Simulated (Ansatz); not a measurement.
Coupled-cluster diagnostics for SiH(NHMe)3 (C₃H₁₃N₃Si), Ansatz.

Geometry of the singlet (r2SCAN-D4/def2-SVP):

Cartesian coordinates in Å:
```
Si -0.1625 0.3204 -0.0783
H 0.0950 1.5554 0.7331
N -1.7614 -0.1436 -0.5377
C -2.7665 -0.7589 0.3024
H -2.1370 0.3152 -1.3629
H -3.2991 -1.5770 -0.2180
H -2.2768 -1.1953 1.1863
H -3.5325 -0.0471 0.6694
N 0.3756 -0.9510 0.9717
C 1.3778 -0.8374 2.0094
H 0.1907 -1.9091 0.6848
H 2.3817 -1.1964 1.7055
H 1.4892 0.2200 2.2988
H 1.0931 -1.3905 2.9235
N 0.5889 0.6757 -1.6002
C 1.7382 1.5326 -1.7976
H 0.4354 0.0193 -2.3618
H 1.6463 2.1433 -2.7147
H 1.8217 2.2368 -0.9540
H 2.7021 0.9876 -1.8598
```

Correlated methods freeze 11 core orbitals.

Estimate the CCSD(T) correlation energy, the shares of MP2 and (T), T1 and the reference's ⟨S²⟩ for: charge 0, singlet, own geometry in def2-SVP; and the rough time on 4 threads of Intel Xeon on a shared host.


| state | basis | correlation (eV) | MP2 share (%) | (T) share (%) | T1 | ⟨S²⟩ (pure) | wall time |
| --- | --- | --- | --- | --- | --- | --- | --- |
| charge 0, singlet, own geometry | def2-SVP | -31.375 | 90.0 | 2.7 | 0.010 | 0.00 (0.00) | 46 s |
Customary marks for T1 are 0.02 (closed shells), 0.045 (open shells) and about 0.05 (3d metals). T1 stays under 0.02 throughout.
